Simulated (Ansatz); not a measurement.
`N[SiH2][SiH2]N`, charge 0, multiplicity 1.

Q: Give a relaxed structure at PBE0-D4/def2-TZVP (the Gaussian-basis code of Ansatz). (An estimate is asked.)

A: The calculation gave: 
Z-matrix (Å, degrees):
```
Si
Si 1 2.351
N 1 1.729 2 104.4
H 1 1.490 2 112.5 3 116.6
H 1 1.497 2 110.7 3 -125.3
N 2 1.729 1 104.4 3 -7.1
H 2 1.490 1 112.5 3 109.5
H 2 1.497 1 110.7 3 -132.4
H 3 1.009 1 117.6 2 -43.4
H 3 1.008 1 120.2 2 176.3
H 6 1.008 2 120.2 1 176.3
H 6 1.009 2 117.6 1 -43.4
```
Point group C2.
This is one stationary point; other conformers may exist.
